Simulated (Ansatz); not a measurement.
`[OH][Hf]([F])([F])[F]` + HI → `[F][Hf]([F])([F])[I]` + H₂O  (ligand exchange at the Hf–O bond)

Isolated molecules relaxed with PBE0-D4/def2-TZVP in Ansatz; ΔE leaves out vibrations. CCSD(T)/CBS adds triple-zeta CCSD(T) − MP2 to the extrapolated MP2 energy (def2 sets, frozen cores). This one scheme is used for every species. Functionals use def2-TZVPP. HSE06 is defined as in plane-wave codes. def2 core potentials past Kr. For Hf, I outer-core shells are correlated without core-valence functions, which leaves a few kJ/mol of doubt a bond. Each species was taken in one conformer, which may not be the lowest.

```tsv
level	ΔE (kJ/mol)
HSE06-D4	-17.9
r2SCANh	-13.9
HSE06	-16.2
BHLYP	-5.9
CCSD(T)/def2-TZVPP	-11.5
MP2/def2-QZVPP	-21.6
HF/CBS(def2)	-12.3
MP2/CBS(def2)	-22.8
```

Task: What does CCSD(T)/CBS give? (An estimate is asked.)

Result: The calculation gave: -15.3 kJ/mol. The listed levels differ from it by -2.6, 1.4, -0.9, 9.4, 3.8, -6.3, 3.0, -7.5 kJ/mol.

Task: What do rigid-rotor, harmonic-oscillator terms from PBE0-D4/def2-TZVP frequencies (298.15 K, 1 bar) make of the CCSD(T)/CBS value? (Estimate.)

Result: Computed: ΔZPE = +12.1 kJ/mol, ΔH = -3.0 kJ/mol, ΔS = -2 J/(mol·K), ΔG = -2.5 kJ/mol.

Largest T1 diagnostic among the species: 0.016.

From BLYP to BHLYP (50 % exact exchange), in def2-TZVPP and without D4, ΔE moves by −6.3 kJ/mol. At CCSD(T), def2-SVP lies +30.9 kJ/mol from the extrapolated value and def2-TZVPP +3.9 kJ/mol.
